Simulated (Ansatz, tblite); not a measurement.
Cost and result up the ladder for tetraphenylgermane (C₂₄H₂₀Ge) (45 atoms). Total charge 0; singlet. Geometry: PBE-D4/def2-SVP.

```xyz
45

C    -1.111   -4.199    2.021
C    -1.349   -3.000    2.712
C    -1.039   -1.769    2.111
C    -0.486   -1.719    0.814
Ge    0.000    0.000    0.000
C     1.771    0.557    0.637
C     2.547    1.472   -0.107
C     3.796    1.904    0.367
C     4.287    1.424    1.592
C     3.527    0.510    2.339
C     2.279    0.079    1.863
C    -1.339    1.344    0.504
C    -2.705    0.998    0.592
C    -3.670    1.968    0.911
C    -3.281    3.296    1.147
C    -1.925    3.651    1.066
C    -0.961    2.681    0.748
C     0.054   -0.182   -1.953
C     1.198   -0.702   -2.595
C     1.224   -0.872   -3.989
C     0.104   -0.520   -4.760
C    -1.039    0.002   -4.133
C    -1.062    0.171   -2.740
C    -0.256   -2.931    0.129
C    -0.565   -4.162    0.727
H    -1.355   -5.164    2.490
H    -1.782   -3.024    3.724
H    -1.241   -0.834    2.659
H     2.176    1.846   -1.075
H     4.392    2.617   -0.225
H     5.268    1.760    1.963
H     3.912    0.127    3.297
H     1.694   -0.646    2.453
H    -3.020   -0.044    0.420
H    -4.732    1.684    0.979
H    -4.037    4.056    1.398
H    -1.615    4.691    1.256
H     0.102    2.968    0.696
H     2.087   -0.970   -2.001
H     2.124   -1.276   -4.477
H     0.124   -0.651   -5.853
H    -1.917    0.284   -4.736
H    -1.961    0.591   -2.259
H     0.163   -2.912   -0.891
H    -0.381   -5.100    0.180
```

Ansatz on 2 threads of AMD EPYC 7R13 on a shared host and a share (18 GiB) of an NVIDIA H100 80GB HBM3; xTB runs through tblite on one thread. Times are rough, summed over both states, and most runs start from the orbitals of an earlier one. PBE0-D4/def2-TZVP serves as the yardstick here, not as an exact answer. The other state is a triplet.

The xTB rows come from tblite. Single mean-field runs in def2-TZVP are fitted with def2-universal-jkfit.

xTB has no spin-polarisation term.

```tsv
level	functions	wall time
GFN2-xTB	125	0.19 s
GFN1-xTB	145	0.34 s
PBE-D4/def2-TZVP	912	15 s
PBE0-D4/def2-TZVP (with forces)	912	27 s
```

**Question.** Estimate what each level gives for the vertical triplet (eV).

**Answer.** 
```json
{"level": "GFN2-xTB", "vertical triplet (eV)": "4.01", "difference from PBE0-D4/def2-TZVP (eV)": "-0.09"}
{"level": "GFN1-xTB", "vertical triplet (eV)": "4.07", "difference from PBE0-D4/def2-TZVP (eV)": "-0.03"}
{"level": "PBE-D4/def2-TZVP", "vertical triplet (eV)": "4.13", "difference from PBE0-D4/def2-TZVP (eV)": "0.04"}
{"level": "PBE0-D4/def2-TZVP (with forces)", "vertical triplet (eV)": "4.10", "difference from PBE0-D4/def2-TZVP (eV)": "0.00"}
```
